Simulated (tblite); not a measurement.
Compound: C7H8BCl.
Atom-mapped SMILES: `[Cl:1][BH:2][C:3]1=[CH:4][C:5]2([CH:6]=[CH:7]1)[CH2:8][CH2:9]2` (hydrogens: H10 on B2; H11 on C4; H12 on C6; H13 on C7; H14, H15 on C8; H16, H17 on C9)

Computed with GFN2-xTB (tblite), gas phase: L-BFGS steps from a force-field or distance-geometry start until the largest atomic force falls under 0.01 eV/Å.

Step 0: E = -674.6155 eV
```
atom  x, y, z in Å  |  force x, y, z in eV/Å
Cl1     3.6209   -1.3728   -1.2402   -0.414   1.111   1.508
B2      3.0158   -0.1375    0.0049   -0.304  -0.470  -2.170
C3      1.4777   -0.1473    0.2786    1.303  -0.766   1.017
C4      0.5870    0.3966   -0.5547   -0.632   0.318  -0.132
C5     -0.7634    0.1963    0.0323    0.504  -0.234  -0.338
C6     -0.5574   -0.5183    1.2870    0.094   0.312   0.237
C7      0.7595   -0.7054    1.4148    0.301  -0.682   1.170
C8     -1.8938    1.0995   -0.2500   -1.346   0.082  -1.940
C9     -1.8708   -0.3162   -0.8548   -0.465   1.003  -0.178
H10     3.5406    0.9116   -0.0070    0.473  -0.345   0.356
H11     0.8482    0.8816   -1.4891   -0.450  -0.113   0.290
H12    -1.3369   -0.8237    1.9709    0.143   0.120  -0.238
H13     1.1824   -1.2214    2.2915    0.113   0.352  -0.791
H14    -2.7210    1.2859    0.4552    0.933   0.082  -0.304
H15    -1.7227    1.8793   -1.0487   -0.213  -0.647   1.359
H16    -2.5566   -1.0261   -0.3692    0.507   0.227  -0.803
H17    -1.6163   -0.3702   -1.9314   -0.546  -0.353   0.956
```

Step 1: E = -674.9175 eV
```
atom  x, y, z in Å  |  force x, y, z in eV/Å
Cl1     3.6150   -1.3570   -1.2186   -0.295   0.847   1.194
B2      3.0114   -0.1442   -0.0261   -0.051  -0.159  -1.724
C3      1.4963   -0.1582    0.2931   -0.404  -0.166   0.182
C4      0.5780    0.4012   -0.5566    0.662  -0.472   0.970
C5     -0.7562    0.1930    0.0275   -0.118   0.072  -0.226
C6     -0.5561   -0.5138    1.2904    0.379   0.284   0.092
C7      0.7638   -0.7151    1.4316   -0.035   0.021  -0.029
C8     -1.9130    1.1007   -0.2777   -0.677  -0.628  -0.872
C9     -1.8775   -0.3019   -0.8573   -0.417   0.665  -0.050
H10     3.5473    0.9067   -0.0019    0.398  -0.414   0.280
H11     0.8417    0.8800   -1.4850   -0.378  -0.021   0.115
H12    -1.3349   -0.8220    1.9675    0.029   0.102  -0.158
H13     1.1840   -1.2164    2.2802    0.387  -0.077  -0.036
H14    -2.7077    1.2871    0.4509    0.669   0.125  -0.195
H15    -1.7258    1.8700   -1.0293   -0.105  -0.012   0.614
H16    -2.5494   -1.0229   -0.3806    0.368   0.165  -0.659
H17    -1.6241   -0.3752   -1.9178   -0.411  -0.330   0.502
```

Task: Estimate the geometry and energy of step 2. (The exact step hangs on the optimiser's Hessian estimate; all steps are aligned on step 1, rigid shifts and turns removed.)

Result: E = -675.1604 eV, largest force 0.937 eV/Å
```
atom  x, y, z in Å  |  force x, y, z in eV/Å
Cl1     3.6030   -1.3232   -1.1716    0.107  -0.009   0.274
B2      3.0069   -0.1533   -0.0939   -0.354   0.612  -0.375
C3      1.4994   -0.1706    0.3085   -0.075  -0.108  -0.042
C4      0.5886    0.3922   -0.5326    0.271  -0.029   0.008
C5     -0.7540    0.1924    0.0181   -0.271   0.126   0.197
C6     -0.5452   -0.5032    1.2953   -0.259   0.258  -0.083
C7      0.7660   -0.7217    1.4431    0.072   0.294  -0.485
C8     -1.9448    1.0851   -0.3209    0.004  -0.392   0.700
C9     -1.8932   -0.2740   -0.8605   -0.178  -0.521  -0.185
H10     3.5627    0.8923    0.0092    0.270  -0.425   0.130
H11     0.8271    0.8783   -1.4790   -0.290  -0.198   0.442
H12    -1.3326   -0.8181    1.9608    0.046   0.119  -0.125
H13     1.1953   -1.2147    2.2709    0.520  -0.359   0.478
H14    -2.6804    1.2912    0.4426    0.196   0.137   0.068
H15    -1.7308    1.8629   -0.9990    0.096   0.843  -0.397
H16    -2.5345   -1.0162   -0.4063    0.010  -0.074  -0.308
H17    -1.6406   -0.3876   -1.8946   -0.166  -0.275  -0.299
```

The energy changes by -0.2429 eV. The first-order estimate −F·Δx gives -0.4613 eV and the mean of the old and new forces, exact on a quadratic surface, -0.2334 eV. The step makes an angle of 17° with the force vector and moves no atom by more than 0.069 Å.

What follows is the cost of the whole relaxation. Hardware: one thread of an Intel Xeon at 2.50 GHz, on a shared host. Cost: 3.5 s wall, 3.1 s CPU.
